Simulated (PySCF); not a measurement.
## Ionisation energy of Cu+ by level of theory

Cu+ [Ar] 3d10 (1S) → Cu(2+) [Ar] 3d9 (2D), as a difference of total energies. Computed with PySCF 2.14 in def2-SVP (5s3p2d1f, 31 functions), with the non-relativistic Hamiltonian (point nucleus). Correlated levels: valence: [Ar] frozen. The calculations carry no spin-orbit coupling.

Question: Order these methods by the ionisation energy they give, lowest first.
A. SCS-MP2 (valence)
B. TPSS
C. UHF
D. MP2 (valence)

Answer: C (17.454 eV), A (19.863 eV), D (20.216 eV), B (20.455 eV).

These non-relativistic numbers lack the scalar-relativistic shift.

The reference lies between the lowest fine-structure levels, while these numbers refer to the centres of the terms.

Errors of the correlated levels include the incompleteness of this basis and the frozen core.

For comparison: 20.292 eV (measured; NIST Atomic Spectra Database, ionization energies).
